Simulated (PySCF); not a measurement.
The dipole of `CNCCC(F)=C(F)F` from its density and from atomic charges.

Coordinates (GFN2-xTB, Å) and charges (e) from the PBE0/pcSseg-1 density (PySCF):

```
atom       x       y       z  Mulliken      IAO  Hirshfeld  ESP-fitted
  C1   2.265   0.654  -0.411   -0.1125  -0.3040    -0.0721     -0.3098
  N2   0.883   0.228  -0.343   -0.5141  -0.4125    -0.1679     -0.5209
  C3   0.629  -0.694   0.744   -0.0638  -0.1421    -0.0262     +0.2337
  C4  -0.860  -1.066   0.791   -0.2095  -0.2802    -0.0784     -0.3984
  C5  -1.694   0.148   1.030   +0.1080  +0.1991    +0.0426     +0.1313
  F6  -1.679   0.624   2.289   -0.2749  -0.2667    -0.0833     -0.1480
  C7  -2.388   0.799   0.106   +0.5557  +0.4987    +0.1379     +0.1803
  F8  -2.468   0.386  -1.156   -0.2519  -0.2513    -0.0676     -0.1263
  F9  -3.114   1.893   0.287   -0.2423  -0.2364    -0.0716     -0.0970
 H10   2.506   1.204   0.498   +0.1124  +0.1441    +0.0440     +0.1394
 H11   2.387   1.320  -1.262   +0.1175  +0.1497    +0.0469     +0.1368
 H12   2.976  -0.181  -0.508   +0.0840  +0.1053    +0.0266     +0.0919
 H13   0.609  -0.195  -1.226   +0.1741  +0.2353    +0.1045     +0.3283
 H14   1.224  -1.622   0.671   +0.1038  +0.1036    +0.0277     -0.0035
 H15   0.906  -0.190   1.676   +0.1307  +0.1414    +0.0393     +0.0649
 H16  -1.161  -1.524  -0.152   +0.1384  +0.1558    +0.0454     +0.1485
 H17  -1.027  -1.773   1.605   +0.1446  +0.1601    +0.0517     +0.1488
```

Task: Form Σ q r in debye for every column and set it beside the full dipole.

Result: The full density gives (1.92, -2.15, -0.70) D, 2.97 D in size; dipole vectors point from the negative to the positive end.

```json
{"scheme": "Mulliken", "μx": "2.95", "μy": "-2.93", "μz": "-0.37", "size (D)": "4.17", "share of the full size (%)": "141", "angle to the full dipole (°)": "9"}
{"scheme": "IAO", "μx": "2.21", "μy": "-2.83", "μz": "-0.53", "size (D)": "3.63", "share of the full size (%)": "122", "angle to the full dipole (°)": "7"}
{"scheme": "Hirshfeld", "μx": "0.94", "μy": "-0.98", "μz": "-0.42", "size (D)": "1.42", "share of the full size (%)": "48", "angle to the full dipole (°)": "4"}
{"scheme": "ESP-fitted", "μx": "2.00", "μy": "-2.16", "μz": "-0.63", "size (D)": "3.01", "share of the full size (%)": "101", "angle to the full dipole (°)": "2"}
```

Task: Which set comes closest?

Result: Length of the difference vector: ESP-fitted 0.11 D, IAO 0.76 D, Mulliken 1.33 D, Hirshfeld 1.55 D. Closest: ESP-fitted. ESP charges are fitted to the potential around the molecule, whose slowest-falling term is the dipole's. 

Task: What is left for the Hirshfeld atoms' own dipoles?

Result: The shares of the density sum to the whole, so what Σ q r misses lies in dipoles about the nuclei. The atomic dipoles sum to (1.92, -2.15, -0.70) − (0.94, -0.98, -0.42) = (0.98, -1.17, -0.28) D, 1.55 D in size.

Task: With the origin at the mean of the coordinates, (0.000, 0.001, 0.273) Å, which are the largest single terms, by size, of the IAO dipole along the direction of the full one?

Result: C7 -5.00, F9 +3.85, F6 +2.58, F8 +1.86, C1 -1.69 D; all 17 atoms together +3.60 D. The single terms depend on the origin, their sum doesn't.

Task: Give the size of the full dipole in other units.

Result: 2.97 D = 1.167 au = 0.617 e·Å = 9.89 × 10⁻³⁰ C·m.

Geometry: GFN2-xTB, one conformer, isolated molecule.

The values belong to the conformer `[CH3:1][NH:2][CH2:3][CH2:4][C:5]([F:6])=[C:7]([F:8])[F:9]`: C1–N2–C3–C4 178°, N2–C3–C4–C5 -61°, C3–C4–C5–F6 -75°.
